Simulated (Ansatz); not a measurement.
Geometry optimisation, RKS B3LYP-D4/def2-SVP in Ansatz.

The input (input.yaml):

```yaml
crystal:
  periodic: [false, false, false]
  atoms:
    - { symbol: O, position_ang: [0.1131, 1.774, -1.0515] }
    - { symbol: Ge, position_ang: [-0.4139, 0.7351, 0.2794] }
    - { symbol: O, position_ang: [1.0026, -0.1285, 0.8614] }
    - { symbol: Ge, position_ang: [0.3948, -1.5209, 0.0245] }
    - { symbol: H, position_ang: [-0.792, 2.133, -1.4552] }
    - { symbol: H, position_ang: [-1.1665, 1.3475, 1.4948] }
    - { symbol: H, position_ang: [1.153, -1.8578, -1.2509] }
    - { symbol: H, position_ang: [-0.1989, -2.5394, 1.0416] }
basis:
  gaussian: { orbitals: def2-SVP }
hamiltonian:
  xc: b3lyp
  dispersion: d4
relax:
  f_tol: 0.02
  max_steps: 50
output:
  orbitals: {}
```

Command:

```bash
$ ansatz run input.yaml --threads 2 --pin off --max-ram 3072MiB --backend cpu --events-out ev --progress --plain --runs-dir out
```

Task: Where does it end, and by what steps?

Result: It converged. After 24 steps the energy has fallen by 0.694 eV; H5 moved furthest, 0.81 Å.

```
step  energy less start (eV)  largest force component (eV/Å)  accepted
   0                  0.0000                           3.019       yes
   1                 -0.5098                           1.974       yes
   2                 -0.6146                           1.193       yes
   3                 -0.5897                           0.606        no
   4                 -0.6551                           0.165       yes
   5                 -0.6588                           0.345       yes
   6                 -0.6645                           0.072       yes
   7                 -0.6668                           0.215       yes
   8                 -0.6703                           0.289       yes
   9                 -0.6650                           0.736        no
  10                 -0.6744                           0.058       yes
  11                 -0.6782                           0.043       yes
  12                 -0.6386                           1.616        no
  13                 -0.6800                           0.079       yes
  14                 -0.6810                           0.100       yes
  15                 -0.6829                           0.261       yes
  16                 -0.6818                           0.233        no
  17                 -0.6873                           0.070       yes
  18                 -0.6899                           0.097       yes
  19                 -0.6845                           0.363        no
  20                 -0.6919                           0.047       yes
  21                 -0.6927                           0.189       yes
  22                 -0.6931                           0.062       yes
  23                 -0.6936                           0.022       yes
  24                 -0.6938                           0.009       yes
```

```xyz
8
Properties=species:S:1:pos:R:3
O -0.359 1.669 -1.269
Ge -0.524 0.616 0.160
O 1.089 -0.010 0.788
Ge 0.338 -1.547 0.072
H -0.275 2.606 -1.042
H -1.341 1.329 1.260
H 1.100 -2.084 -1.154
H 0.063 -2.636 1.128
```

Whether the end is a true minimum wasn't checked by a vibrational analysis.

Run time: 45 s on 2 threads of Intel(R) Xeon(R) 6975P-C (Granite Rapids) (shared host), peak memory 0.31 GiB.
